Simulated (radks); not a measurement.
Species: Ru VI. Configuration: [Kr] 4d3 (the NIST ground configuration). Calculated with a radial shooting solver on a logarithmic mesh with Libxc functionals: scalar-relativistic Kohn-Sham, r2SCAN, spin-polarised, spherical densities, finite nucleus; open shells are filled with parallel spins first (spin-orbit coupling, left out, can overturn this in heavy ions); meta-GGA in the generalised Kohn-Sham scheme; Fermi nuclear charge, rms radius 4.4809 fm.

Normalised radial functions P(r) = r R(r), r in bohr:

```
   r/bohr * 4p down, o 4d up (the largest magnitude, 1.1, reaches the edge; | marks zero, & curves that meet)
 0.001487                             &
 0.001921                             &
 0.002501                             &
 0.003256                             &
 0.004207                             &
 0.005477                             &
 0.007132                             &
 0.009287                             o*
    0.012                             o*
  0.01562                             o *
  0.02034                             o  *
  0.02628                             o   *
  0.03421                             o     *
  0.04455                             |o     *
  0.05755                             | o      *
  0.07494                             |  o     *
  0.09758                             |    o  *
   0.1271                             |   *  o
   0.1641                           * |         o
   0.2137                   *         |           o
   0.2783               *             |           o
   0.3595                 *           |       o
   0.4681                           * |o
   0.6095                    o        |            *
   0.7873           o                 |                       *
    1.025      o                      |                          *
    1.335       o                     |                    *
    1.738             o               |          *
    2.245                    o        |   *
    2.924                          o  |*
    3.807                            o*
```

4p down: eigenvalue -112.38 eV, 2 radial nodes at r = 0.151, 0.486 bohr, <r> = 1.08 bohr, 90 % of the charge inside 1.58 bohr. 4d up: eigenvalue -69.022 eV, 1 radial node at r = 0.480 bohr, <r> = 1.30 bohr, 90 % of the charge inside 1.96 bohr.
